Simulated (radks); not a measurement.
Q: Yb2+, 68 electrons, occupied as [Kr] 4d10 4f14 5s2 5p5.75 5d0.25 (fractional occupations, a model configuration). Method: scalar-relativistic Kohn-Sham, r2SCAN, spin-unpolarised, spherical densities, finite nucleus; meta-GGA in the generalised Kohn-Sham scheme; Fermi nuclear charge, rms radius 5.3108 fm; computed with a radial shooting solver on a logarithmic mesh with Libxc functionals. Some entries of the table are withheld. Estimate them.

orbital,occ.,eigenvalue (eV),<1/r> (bohr^-1)
1s,2,-61328.15,80.62
2s,2,-10427.31,18.81
2p,6,-9189.047,17.26
3s,2,-2370.999,6.962
3p,6,-1995.867,6.474
3d,10,-1538.614,6.122
4s,2,-483.6169,(1)
4p,6,-359.9770,2.674
4d,10,-196.4451,2.363
5s,2,-71.9419,1.094
5p,5.75,-43.7074,0.9083
4f,14,-18.2427,(2)
5d,0.25,-13.2634,0.5452

A: 
(1) 4s <1/r> (bohr^-1): 2.929
(2) 4f <1/r> (bohr^-1): 1.740
